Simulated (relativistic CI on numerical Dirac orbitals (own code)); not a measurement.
# L2,3 absorption of copper in several valence states

Computed multiplet spectra 2p⁶3dⁿ → 2p⁵3dⁿ⁺¹ (Dirac-Coulomb-Breit ions, Slater integrals scaled by 0.8, an assumed crystal field that grows with the charge, no charge transfer; 300 K; Lorentzian 0.4 eV and Gaussian 0.3 eV FWHM at both edges, so that L2 comes out sharper than in experiment). Peaks over 5 % are given in eV from the highest peak in the L3 region of each spectrum (height, largest 100). S of the lowest state is read from ⟨S²⟩, and the branching ratio is the share of L3, cut at the minimum between the edges.

Field parameters in Wybourne normalisation: Td as Oh with Dq negative (B⁴₀ = 21Dq, B⁴₄ = √(5/14) B⁴₀). The field is a parameter set, without covalency.

- Cu3+ (d8, Td, 10Dq = -5300 cm⁻¹): S = 1.00, branching ratio 0.92; peaks 0.0 (100), 0.7 (90), 3.0 (21), 22.1 (15)
- Cu4+ (d7, Td, 10Dq = -6500 cm⁻¹): S = 1.50, high spin, branching ratio 0.77; peaks -0.8 (48), 0.0 (100), 0.9 (96), 1.4 (88), 1.8 (87), 2.6 (53), 4.0 (22), 5.5 (12), 5.8 (11), 20.3 (13), 21.0 (28), 21.7 (57), 24.2 (11), 25.2 (9)

Q: What spin state follows for Cu2+ in Td, 10Dq = -4100 cm⁻¹, and does its branching ratio lie nearer 2/3 or nearer 0.8?

A: Cu2+ (d9, Td, 10Dq = -4100 cm⁻¹): S = 0.50, branching ratio 0.99; peaks 0.0 (100). High-spin states, above all those with an unquenched orbital moment, raise the ratio above the statistical 2/3; low spin and nearly empty shells keep it near or below 2/3.

The centroid of the whole edge, which also moves with the branching ratio, lies at 931.5 (Cu2+), 936.1 (Cu3+), 942.9 (Cu4+) eV in this ionic model, in steps of 4.6 to 6.8 eV. Compounds show about 1 to 2 eV a unit and lower energies for the high valences, since ligands screen the charge. The multiplet shape follows the d count and the spin state, and so serves as a fingerprint of valence. For d9 in this field spin-orbit coupling puts the hole into a state that the L2 transition cannot reach; a distortion restores L2.
